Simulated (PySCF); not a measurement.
Energy of Cl⁺ (chlorine, charge +1) between two integer charges

The 3p beta orbital of [Ne] 3s2 3p4 is emptied in steps (occupation f), with all orbitals relaxed, ending at [Ne] 3s2 3p3. Calculation: PySCF 2.14, in def2-SVP; no relativity, point nucleus. The exact energy is a straight line in f; departures are measured from the line between the end points of the same method.

```csv
f,UHF (eV),LDA (eV),PBE (eV),PBE0 (eV),r2SCAN (eV),LC-wPBE (eV),BHandHLYP (eV),wB97X (eV),M06-2X (eV),r2SCAN0 (eV)
1,0.000,0.000,0.000,0.000,0.000,0.000,0.000,0.000,0.000,0.000
0.8,0.144,-0.913,-0.885,-0.630,-0.813,-0.160,-0.400,-0.225,-0.417,-0.582
0.6,0.212,-1.367,-1.321,-0.939,-1.205,-0.233,-0.601,-0.333,-0.628,-0.862
0.4,0.209,-1.364,-1.312,-0.931,-1.189,-0.224,-0.603,-0.329,-0.630,-0.849
0.2,0.137,-0.906,-0.866,-0.614,-0.779,-0.142,-0.405,-0.217,-0.430,-0.555
0,0.000,0.000,0.000,0.000,0.000,0.000,0.000,0.000,0.000,0.000
```

```json
{"method": "UHF", "E(f=0) − E(f=1) (eV)": "22.733", "−ε at f=1 (eV)": "23.646", "−ε at f=0.4 (eV)": "22.543"}
{"method": "LDA", "E(f=0) − E(f=1) (eV)": "24.097", "−ε at f=1 (eV)": "18.388", "−ε at f=0.4 (eV)": "25.252"}
{"method": "PBE", "E(f=0) − E(f=1) (eV)": "23.947", "−ε at f=1 (eV)": "18.397", "−ε at f=0.4 (eV)": "25.092"}
{"method": "PBE0", "E(f=0) − E(f=1) (eV)": "23.958", "−ε at f=1 (eV)": "19.997", "−ε at f=0.4 (eV)": "24.779"}
{"method": "r2SCAN", "E(f=0) − E(f=1) (eV)": "23.945", "−ε at f=1 (eV)": "18.811", "−ε at f=0.4 (eV)": "25.024"}
{"method": "LC-wPBE", "E(f=0) − E(f=1) (eV)": "24.096", "−ε at f=1 (eV)": "23.071", "−ε at f=0.4 (eV)": "24.330"}
{"method": "BHandHLYP", "E(f=0) − E(f=1) (eV)": "23.938", "−ε at f=1 (eV)": "21.442", "−ε at f=0.4 (eV)": "24.427"}
{"method": "wB97X", "E(f=0) − E(f=1) (eV)": "24.050", "−ε at f=1 (eV)": "22.623", "−ε at f=0.4 (eV)": "24.346"}
{"method": "M06-2X", "E(f=0) − E(f=1) (eV)": "23.965", "−ε at f=1 (eV)": "21.383", "−ε at f=0.4 (eV)": "24.460"}
{"method": "r2SCAN0", "E(f=0) − E(f=1) (eV)": "23.938", "−ε at f=1 (eV)": "20.257", "−ε at f=0.4 (eV)": "24.716"}
```

Orbital energy along the path (eV):

| f | UHF | LDA | PBE | PBE0 | r2SCAN | LC-wPBE | BHandHLYP | wB97X | M06-2X | r2SCAN0 |
| --- | --- | --- | --- | --- | --- | --- | --- | --- | --- | --- |
| 1 | -23.646 | -18.388 | -18.397 | -19.997 | -18.811 | -23.071 | -21.442 | -22.623 | -21.383 | -20.257 |
| 0.8 | -23.261 | -20.680 | -20.647 | -21.613 | -20.940 | -23.517 | -22.435 | -23.220 | -22.386 | -21.790 |
| 0.6 | -22.894 | -22.970 | -22.884 | -23.211 | -23.018 | -23.941 | -23.429 | -23.797 | -23.437 | -23.281 |
| 0.4 | -22.543 | -25.252 | -25.092 | -24.779 | -25.024 | -24.330 | -24.427 | -24.346 | -24.460 | -24.716 |
| 0.2 | -22.209 | -27.514 | -27.244 | -26.299 | -26.952 | -24.669 | -25.440 | -24.874 | -25.495 | -26.088 |
| 0 | -21.890 | -29.737 | -29.287 | -27.732 | -28.694 | -24.927 | -26.490 | -25.370 | -26.762 | -27.307 |

Reference removal energy between the ground levels: 23.814 eV (measured; NIST Atomic Spectra Database, ionization energies). The calculation has no spin-orbit coupling. UHF lacks correlation.
